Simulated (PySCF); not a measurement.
How the method changes the constants of WF⁺

State: ⁵Π (quintet), unpaired electrons σ ↑, π ↑, δ ↑↑. Set-up: basis W def2-TZVPPD with ECP60, F def2-TZVPPD; scalar-relativistic core potentials; PySCF 2.14. De refers to W⁺ (5d4 6s1) + F in their high-spin ground configurations, without counterpoise correction. The functionals are run spin-unrestricted. A positive dipole points towards F; it is taken about the centre of mass and depends on that origin.

```
      Level  Re (Å)  ωe (cm⁻¹)  De (eV)  μ (D)
        UHF   1.800        775      n/a  -4.20
    UHF-MP2   1.784        800      n/a    n/a
UHF-SCS-MP2   1.791        789      n/a    n/a
   UHF-CCSD   1.791        790      n/a    n/a
UHF-CCSD(T)   1.794        784      n/a    n/a
        LDA   1.773        805      n/a  -2.47
        PBE   1.796        764      n/a  -2.61
       BLYP   1.809        748      n/a  -2.70
     r²SCAN   1.791        780      n/a  -2.87
      M06-L   1.801        761      n/a  -3.11
      TPSSh   1.794        779      n/a  -2.93
       PBE0   1.784        790      n/a  -3.05
        M06   1.788        782      n/a  -3.28
    ωB97X-V   1.790        786      n/a  -3.26
```

(1) What does the step from GGA to meta-GGA do here, going from PBE to r²SCAN?

(2) What does the gradient correction do here, going from LDA to PBE?

(3) What does all correlation do here, going from UHF to UHF-CCSD(T)?

Correlated steps freeze 1 core orbital. De is left out where the level can put another filling of the metal’s s and d shells below the measured ground configuration, by anything from nothing to about 1 eV. Spin–orbit coupling is left out, which matters for elements this heavy, above all for dissociation energies. Counting both spins, an empty level lies below a filled one in some of these solutions, because spin and occupation are held. The state is the lowest single determinant that the PBE0 search found; with open d or f shells the true ground state can be another one.

The whole job (state search and all levels along the bond) took about 23 min on 2 threads of Arm Neoverse V1 (shared host), peak memory 4.9 GiB.

Results:

(1) r²SCAN less PBE: -0.5 pm in Re, +2.1 % in ωe. 

(2) PBE less LDA: +2.3 pm in Re, -5.1 % in ωe. The gradient correction favours the more uneven density of free atoms, so it tends to lengthen bonds and takes away much of the overbinding of LDA; so it does here.

(3) UHF-CCSD(T) less UHF: -0.6 pm in Re, +1.2 % in ωe. Correlation nearly always deepens the well. The bond shortens, as in weak, metallic or heavy-atom bonds, where dispersion and the correlation of outer-core electrons pull the atoms together.
